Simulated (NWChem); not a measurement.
System: trifluoroacetic acid (C2HF3O2); SMILES O=C(O)C(F)(F)F

NWChem printed, in part:

```
             Northwest Computational Chemistry Package (NWChem) 7.3.0
             --------------------------------------------------------

 C1  symmetry detected

                             Geometry "geometry" -> ""
                             -------------------------

 Output coordinates in angstroms (scale by  1.889725989 to convert to a.u.)

  No.       Tag          Charge          X              Y              Z
 ---- ---------------- ---------- -------------- -------------- --------------
    1 O                    8.0000    -1.08217577    -1.48043529     0.00040807
    2 C                    6.0000     0.12685045    -0.93674068     0.00098014
    3 O                    8.0000     1.16532065    -1.52534926     0.00046746
    4 C                    6.0000     0.01738885     0.59976835     0.00029306
    5 F                    9.0000    -0.65637712     1.01383442     1.06958107
    6 F                    9.0000     1.22006134     1.14121166     0.01696202
    7 F                    9.0000    -0.62600226     1.01300464    -1.08809602
    8 H                    1.0000    -0.96973246    -2.44434614    -0.00066700

 Effective nuclear repulsion energy (a.u.)     338.4964821651

  pbe96 is a nonlocal functional; adding pw91lda local functional.

                                 NWChem DFT Module
                                 -----------------

 Summary of "ao basis" -> "ao basis" (spherical)
 ------------------------------------------------------------------------------
       Tag                 Description            Shells   Functions and Types
 ---------------- ------------------------------  ------  ---------------------
 O                          def2-svp                 6       14   3s2p1d
 C                          def2-svp                 6       14   3s2p1d
 F                          def2-svp                 6       14   3s2p1d
 H                          def2-svp                 3        5   2s1p

            General Information
            -------------------
          SCF calculation type: DFT
          Wavefunction type:  closed shell.
          No. of atoms     :     8
          No. of electrons :    56
           Alpha electrons :    28
            Beta electrons :    28
          Charge           :     0
          Spin multiplicity:     1
          Use of symmetry is: off; symmetry adaption is: off
          Maximum number of iterations: 150
          AO basis - number of functions:   103
                     number of shells:    45
          Convergence on energy requested:  1.00D-06
          Convergence on density requested:  1.00D-05
          Convergence on gradient requested:  5.00D-04

              XC Information
              --------------
          PerdewBurkeErnzerhof Exchange Functional  1.000
            Perdew 1991 LDA Correlation Functional  1.000 local
           PerdewBurkeErnz. Correlation Functional  1.000 non-local

             Grid Information
             ----------------
          Grid used for XC integration:  medium
          Radial quadrature: Mura-Knowles
          Angular quadrature: Lebedev.
          Tag              B.-S. Rad. Rad. Pts. Rad. Cut. Ang. Pts.
          ---              ---------- --------- --------- ---------
          O                   0.60       49           8.0       434
          C                   0.70       49          10.0       434
          F                   0.50       49          11.0       434
          H                   0.35       45           9.0       434
          Grid pruning is: on
          Number of quadrature shells:   388
          Spatial weights used:  Erf1

      Superposition of Atomic Density Guess
      -------------------------------------

 Sum of atomic energies:        -523.00874191

      Non-variational initial energy
      ------------------------------

 Total energy =    -525.538117
 1-e energy   =   -1399.003758
 2-e energy   =     534.969159
 HOMO         =      -0.366038
 LUMO         =       0.028389

     ---------------------------------------------
      Total Density - Mulliken Population Analysis
     ---------------------------------------------

    Atom       Charge   Shell Charges
 -----------   ------   -------------------------------------------------------
    1 O    8     8.45   1.99  1.10  0.61  2.96  1.78  0.01
    2 C    6     5.24   1.99  0.91  0.21  1.50  0.51  0.12
    3 O    8     8.73   1.99  1.13  0.66  3.09  1.84  0.01
    4 C    6     4.70   1.99  0.82  0.12  1.28  0.35  0.14
    5 F    9     9.40   1.99  1.14  0.76  3.46  2.05  0.00
    6 F    9     9.39   1.99  1.14  0.76  3.46  2.04  0.00
    7 F    9     9.40   1.99  1.14  0.76  3.46  2.05  0.00
    8 H    1     0.68   0.53  0.09  0.06

   convergence    iter        energy       DeltaE   RMS-Dens  Diis-err
 ---------------- ----- ----------------- --------- --------- ---------
 d= 0,ls=0.0,diis     1   -525.5693262870 -8.64D+02  3.28D-02  2.92D+00
 d= 0,ls=0.0,diis     2   -524.1827011242  1.39D+00  2.44D-02  1.85D+01
 d= 0,ls=0.0,diis     3   -525.8196530192 -1.64D+00  6.97D-03  7.01D-01
 d= 0,ls=0.0,diis     4   -525.8582706233 -3.86D-02  2.83D-03  3.16D-01
 d= 0,ls=0.0,diis     5   -525.8887863350 -3.05D-02  3.95D-04  5.14D-03
  Resetting Diis
 d= 0,ls=0.0,diis     6   -525.8891661082 -3.80D-04  1.46D-04  4.48D-04
 d= 0,ls=0.0,diis     7   -525.8892004474 -3.43D-05  1.32D-04  9.12D-05
 d= 0,ls=0.0,diis     8   -525.8891792006  2.12D-05  9.28D-05  3.35D-04
 d= 0,ls=0.0,diis     9   -525.8892072909 -2.81D-05  1.75D-05  9.05D-06
 d= 0,ls=0.0,diis    10   -525.8892081053 -8.14D-07  3.61D-06  4.54D-07

         Total DFT energy =     -525.889208105304
      One electron energy =    -1399.995013245632
           Coulomb energy =      594.880043888568
    Exchange-Corr. energy =      -59.270720913302
 Nuclear repulsion energy =      338.496482165061

 Numeric. integr. density =       55.999998512913

                       DFT Final Molecular Orbital Analysis
                       ------------------------------------

 Vector   26  Occ=2.000000D+00  E=-3.497996D-01
              MO Center=  9.7D-02, -2.7D-01,  1.6D-03, r^2= 3.2D+00
   Bfn.  Coefficient  Atom+Function         Bfn.  Coefficient  Atom+Function
  ----- ------------  ---------------      ----- ------------  ---------------
    75      0.322701  6 F  py                32     -0.276615  3 O  px
    19     -0.266315  2 C  py                78     -0.213215  6 F  py
     5      0.203789  1 O  py                 4     -0.201815  1 O  px
    89      0.197016  7 F  py                61      0.192580  5 F  py
    47      0.173551  4 C  py                99     -0.163692  8 H  s

 Vector   27  Occ=2.000000D+00  E=-3.112258D-01
              MO Center= -5.0D-02, -1.5D+00,  4.6D-04, r^2= 1.8D+00
   Bfn.  Coefficient  Atom+Function         Bfn.  Coefficient  Atom+Function
  ----- ------------  ---------------      ----- ------------  ---------------
     6      0.487590  1 O  pz                34     -0.434746  3 O  pz
     9      0.364233  1 O  pz                37     -0.297518  3 O  pz
    20     -0.117594  2 C  pz                23     -0.053166  2 C  pz
    27      0.046628  2 C  d  1              88      0.027241  7 F  px
    60     -0.026569  5 F  px                76     -0.025299  6 F  pz

 Vector   28  Occ=2.000000D+00  E=-2.599855D-01
              MO Center=  6.7D-01, -1.2D+00,  4.4D-04, r^2= 2.0D+00
   Bfn.  Coefficient  Atom+Function         Bfn.  Coefficient  Atom+Function
  ----- ------------  ---------------      ----- ------------  ---------------
    33      0.500571  3 O  py                36      0.343347  3 O  py
    32      0.268876  3 O  px                 4      0.236477  1 O  px
    47      0.201940  4 C  py                35      0.189879  3 O  px
    45     -0.173305  4 C  s                  7      0.169379  1 O  px
    61      0.144408  5 F  py                89      0.143377  7 F  py

 Vector   29  Occ=0.000000D+00  E=-6.694701D-02
              MO Center=  2.5D-01, -9.3D-01,  1.1D-03, r^2= 1.8D+00
   Bfn.  Coefficient  Atom+Function         Bfn.  Coefficient  Atom+Function
  ----- ------------  ---------------      ----- ------------  ---------------
    20      0.557119  2 C  pz                23      0.414202  2 C  pz
    34     -0.406703  3 O  pz                37     -0.383522  3 O  pz
     6     -0.264595  1 O  pz                 9     -0.250299  1 O  pz
    51      0.215799  4 C  pz                48      0.156820  4 C  pz
    87      0.136704  7 F  s                 59     -0.134371  5 F  s

 Vector   30  Occ=0.000000D+00  E= 1.017069D-02
              MO Center= -9.2D-01, -2.5D+00, -8.6D-04, r^2= 2.4D+00
   Bfn.  Coefficient  Atom+Function         Bfn.  Coefficient  Atom+Function
  ----- ------------  ---------------      ----- ------------  ---------------
   100      1.295134  8 H  s                  3     -0.667759  1 O  s
     8      0.376404  1 O  py                45     -0.280714  4 C  s
     5      0.274376  1 O  py                17      0.253643  2 C  s
    99      0.248575  8 H  s                 22      0.245750  2 C  py
     2     -0.217347  1 O  s                 50      0.215288  4 C  py

 Vector   31  Occ=0.000000D+00  E= 1.081289D-01
              MO Center=  1.2D-01,  1.6D-01,  4.6D-05, r^2= 2.3D+00
   Bfn.  Coefficient  Atom+Function         Bfn.  Coefficient  Atom+Function
  ----- ------------  ---------------      ----- ------------  ---------------
    17      1.241178  2 C  s                 31     -0.692513  3 O  s
    49      0.637211  4 C  px                46      0.592512  4 C  px
    73     -0.470381  6 F  s                 21      0.403724  2 C  px
    50      0.404830  4 C  py                45     -0.326618  4 C  s
    77      0.240925  6 F  px                36     -0.223726  3 O  py

     ---------------------------------------------
      Total Density - Mulliken Population Analysis
     ---------------------------------------------

    Atom       Charge   Shell Charges
 -----------   ------   -------------------------------------------------------
    1 O    8     8.12   1.99  1.10  0.59  2.89  1.54  0.01
    2 C    6     5.99   1.99  0.96  0.14  2.05  0.72  0.13
    3 O    8     8.14   1.99  1.11  0.63  2.83  1.56  0.02
    4 C    6     5.58   1.98  0.96  0.02  1.94  0.49  0.19
    5 F    9     9.12   1.99  1.14  0.76  3.35  1.88  0.01
    6 F    9     9.10   1.99  1.15  0.75  3.35  1.86  0.01
    7 F    9     9.12   1.99  1.14  0.76  3.35  1.88  0.01
    8 H    1     0.82   0.67  0.08  0.07

     -------------------------------------------
      Total Density - Lowdin Population Analysis
     -------------------------------------------

    Atom       Charge   Shell Charges
 -----------   ------   -------------------------------------------------------
    1 O    8     7.98   1.97  0.89  0.56  2.71  1.83  0.03
    2 C    6     6.02   1.96  0.62  0.28  1.86  1.00  0.30
    3 O    8     8.11   1.97  0.93  0.64  2.69  1.84  0.03
    4 C    6     5.93   1.96  0.61  0.29  1.74  0.92  0.40
    5 F    9     9.03   1.98  1.02  0.73  3.21  2.07  0.01
    6 F    9     9.01   1.98  1.02  0.73  3.21  2.06  0.01
    7 F    9     9.03   1.98  1.02  0.73  3.21  2.07  0.01
    8 H    1     0.90   0.55  0.18  0.17

     Multipole analysis of the density
     ---------------------------------

     L   x y z        total         alpha         beta         nuclear
     -   - - -        -----         -----         ----         -------
     0   0 0 0     -0.000000    -28.000000    -28.000000     56.000000

     1   1 0 0     -0.537524     -0.268762     -0.268762     -0.000000
     1   0 1 0     -0.625990     -0.312995     -0.312995      0.000000
     1   0 0 1      0.000854      0.000427      0.000427      0.000000

     2   2 0 0    -29.580269    -89.912274    -89.912274    150.244279
     2   1 1 0      3.231940     -0.439658     -0.439658      4.111256
     2   1 0 1      0.001436     -0.000030     -0.000030      0.001497
     2   0 2 0    -23.592941   -154.197508   -154.197508    284.802076
     2   0 1 1      0.003588      0.001722      0.001722      0.000144
     2   0 0 2    -26.816223    -50.822525    -50.822525     74.828827
```

Level: PBE/def2-SVP. Geometry: optimised at PBE0/def2-SVP.

Reconstruct the input file.

Several could match; the one computed here: the input that was run:
```
start job
memory heap 200 mb stack 900 mb global 1100 mb
geometry units angstroms noautoz
  O     -1.102602    -1.474466     0.000299
  C      0.111537    -0.942287     0.001041
  O      1.144366    -1.540739     0.000660
  C      0.016684     0.595193     0.000360
  F     -0.653260     1.015631     1.069563
  F      1.224446     1.125181     0.017198
  F     -0.622604     1.014539    -1.088110
  H     -0.999325    -2.439402    -0.000774
end
basis spherical
  * library def2-svp
end
dft
  xc xpbe96 cpbe96
  iterations 150
  mulliken
end
task dft energy
```
